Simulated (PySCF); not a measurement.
bromine monochloride (BrCl), SMILES ClBr.

Geometry optimised at B3LYP-D3(BJ)/def2-TZVP.

The numbers are results of B3LYP-D3(BJ)/def2-TZVP (PySCF), not measurements.

Frequencies are harmonic and unscaled.

```csv
mode,ν (cm⁻¹),IR (km/mol),Raman (Å⁴/amu),depolarisation,moving atoms (share of kinetic energy)
1,428,1.4,13.9,0.27,"Cl 69 %, Br 31 %"
```
